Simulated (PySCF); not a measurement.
A mixed set of molecules.

All values: CAM-B3LYP/def2-SVPD (PySCF) at GFN2-xTB geometries, gas phase, one conformer each. Core orbitals are frozen in the response; Δα² is half the sum of the squared differences of the principal polarisabilities.

**Question.** Rank by HOMO energy, highest first.
A. `[SiH3]Nc1cnsc1`
B. `O=C/C([SiH3])=C\C(F)F`
C. `C#CC1=C(F)CC1=O`

**Answer.** A (-7.47 eV), C (-8.89 eV), B (-9.41 eV).

**Question.** Rank by mean static polarisability, highest first.
A. `C(/C([SiH3])=C\C(F)F)=O`
B. `[SiH3]Nc1csnc1`
C. `FC(F)=C1CCO[SiH2]1`

**Answer.** B (13.71 Å³), A (11.84 Å³), C (10.93 Å³).

All values together:

```json
{"SMILES": "O=C/C([SiH3])=C\\C(F)F", "formula": "C4H6F2OSi", "μ (D)": "3.55", "HOMO (eV)": "-9.41", "LUMO (eV)": "-1.51", "α (Å³)": "11.84", "Δα (Å³)": "5.37", "electrons": "70", "α per electron (Å³)": "0.169"}
{"SMILES": "FC(F)=C1CCO[SiH2]1", "formula": "C4H6F2OSi", "μ (D)": "1.19", "HOMO (eV)": "-8.89", "LUMO (eV)": "0.81", "α (Å³)": "10.93", "Δα (Å³)": "3.50", "electrons": "70", "α per electron (Å³)": "0.156"}
{"SMILES": "C#CC1=C(F)CC1=O", "formula": "C6H3FO", "μ (D)": "2.22", "HOMO (eV)": "-8.89", "LUMO (eV)": "-0.70", "α (Å³)": "10.79", "Δα (Å³)": "7.69", "electrons": "56", "α per electron (Å³)": "0.193"}
{"SMILES": "[SiH3]Nc1cnsc1", "formula": "C3H6N2SSi", "μ (D)": "3.42", "HOMO (eV)": "-7.47", "LUMO (eV)": "0.22", "α (Å³)": "13.71", "Δα (Å³)": "8.14", "electrons": "68", "α per electron (Å³)": "0.202"}
```

Conformers: `[O:1]=[CH:2]/[C:3]([SiH3:4])=[CH:5]\[CH:6]([F:7])[F:8]` with O1–C2–C3–Si4 0°, C3–C5–C6–F7 -59°; `[F:1][C:2]([F:3])=[C:4]1[CH2:5][CH2:6][O:7][SiH2:8]1` with C2–C4–C5–C6 -158°, C4–C5–C6–O7 -30°, C5–C6–O7–Si8 26°, C6–O7–Si8–C4 -11°; `[SiH3:1][NH:2][c:3]1[cH:4][n:5][s:6][cH:7]1` with Si1–N2–C3–C4 0°.
